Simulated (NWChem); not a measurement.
**Atomisation of H2O3P**

SMILES: O=[P](O)O
```xyz
6

O      1.4945    -0.0669     0.5217
P      0.2222    -0.0052    -0.2864
O     -0.9496    -1.1536     0.0387
O     -0.6900     1.3381     0.0105
H     -0.5585    -2.0506     0.0073
H     -1.6140     1.1875    -0.2774
```
Charge 0, spin multiplicity 2.

All runs are NWChem calculations. The geometry was optimised at UPBE/def2-SVP, a minimum by its harmonic frequencies. It is one conformer; others weren't searched.

Basis set: def2-TZVP. The atomisation energy is electronic alone: no zero-point, thermal, spin-orbit or counterpoise terms. No value is extrapolated to the basis-set limit. Free atoms are single determinants with multiplicities O 3, P 4, H 2. Correlated methods freeze the same cores in atoms and molecule, 8 orbitals in all.

| method | atomisation energy (kcal/mol) | relative cost |
|---|---|---|
| MP2 | 520.9 | 4 |
| TPSS | 521.4 | under 3 |
| LDA (SVWN5) | 639.0 | 1 |
| LC-wPBE (omega 0.3 per bohr) | 531.6 | 10 |
| PBE0 | 516.0 | under 3 |
| M06-2X | 525.3 | under 3 |
| HF | 306.8 | 3 |
| PBE | 546.1 | under 3 |
| B3LYP | 518.7 | under 3 |

The values span 332.2 kcal/mol, from HF (lowest) to LDA (SVWN5) (highest). Relative cost: rough, from shared machines, SCF included, LDA (SVWN5) = 1. Costs are the molecule's.

B3LYP has NWChem's definition, with VWN1-RPA local correlation. GW and range-separated runs recompute their integrals, the others keep them in memory, which bears on the times. The structure started from a generated list of species. The stability of the SCF solutions was not checked. Open-shell Hartree-Fock references start from PBE0 orbitals; any time given for them includes that run.
